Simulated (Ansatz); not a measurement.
Frontier orbitals of `[S]=[W]([Cl])([Cl])([Cl])[Cl]`.

```xyz
6

S     1.372   -1.524    0.535
W     0.022   -0.025    0.009
Cl   -0.882   -0.736   -1.967
Cl   -1.949   -0.663    0.975
Cl    0.185    1.510    1.695
Cl    1.252    1.438   -1.247
```

Total charge 0; spin multiplicity 1. Correlated methods include outer-core shells of W, which these sets cover unevenly. W: def2 effective core potential. Geometry: relaxed with PBE0-D4/def2-TZVP. Basis def2-TZVPP, the Gaussian-basis code of Ansatz.

```json
{"functional": "PBE", "HOMO (eV)": "-7.42", "LUMO (eV)": "-5.20", "gap (eV)": "2.22"}
{"functional": "revPBE", "HOMO (eV)": "-7.37", "LUMO (eV)": "-5.12", "gap (eV)": "2.25"}
{"functional": "PBE0", "HOMO (eV)": "-8.75", "LUMO (eV)": "-4.60", "gap (eV)": "4.15"}
{"functional": "B3LYP", "HOMO (eV)": "-8.46", "LUMO (eV)": "-4.74", "gap (eV)": "3.72"}
{"functional": "r2SCANh", "HOMO (eV)": "-8.26", "LUMO (eV)": "-5.00", "gap (eV)": "3.26"}
{"functional": "HSE06 (plane-wave form)", "HOMO (eV)": "-8.35", "LUMO (eV)": "-4.97", "gap (eV)": "3.38"}
{"functional": "CAM-B3LYP", "HOMO (eV)": "-10.05", "LUMO (eV)": "-3.58", "gap (eV)": "6.47"}
{"functional": "ωB97X-V", "HOMO (eV)": "-11.09", "LUMO (eV)": "-2.63", "gap (eV)": "8.46"}
{"functional": "ωB97M-V", "HOMO (eV)": "-10.91", "LUMO (eV)": "-2.60", "gap (eV)": "8.31"}
```

A quarter of exact exchange (PBE0) shifts PBE's HOMO by −1.33 eV and its LUMO by +0.60 eV; full exchange at long range (ωB97M-V) shifts them by −3.49 and +2.60 eV. The gap opens from 2.22 to 8.31 eV, since occupied levels lose self-interaction and empty ones feel all the electrons.

B3LYP here is the variant with VWN-RPA as its local correlation; programs differ in this.
